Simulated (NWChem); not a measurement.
Species: C2H3F3Si; SMILES C(=C[SiH2]F)(F)F

```xyz
9

F     -0.6119     2.6598     0.0000
Si     0.4185     1.4017     0.0000
C     -0.6337    -0.1266     0.0000
C     -0.1407    -1.3593     0.0000
F     -0.8305    -2.4683     0.0000
F      1.1437    -1.6377     0.0000
H      1.2658     1.4967     1.2205
H      1.2658     1.4967    -1.2205
H     -1.7237    -0.0431     0.0000
```
Atoms are numbered in this order, from 1.

This is a stationary point of PBE0/def2-SVP (NWChem), point group Cs. 

Problem. Is it a minimum? If not, what does it relax to?

Solution. No. It has an imaginary frequency of 37i cm⁻¹. Following that mode (on a finer grid) lowers the energy by 1.0 kcal/mol and ends, with real frequencies alone, at point group C1:
```xyz
9

F     -0.3063     2.3542    -0.8875
Si     0.4373     1.3955     0.1981
C     -0.5047    -0.1815     0.4130
C     -0.1994    -1.3274    -0.1920
F     -0.8461    -2.4530    -0.0458
F      0.7980    -1.5021    -1.0204
H      0.4531     2.1339     1.4888
H      1.8093     1.1230    -0.3029
H     -1.3805    -0.2261     1.0658
```
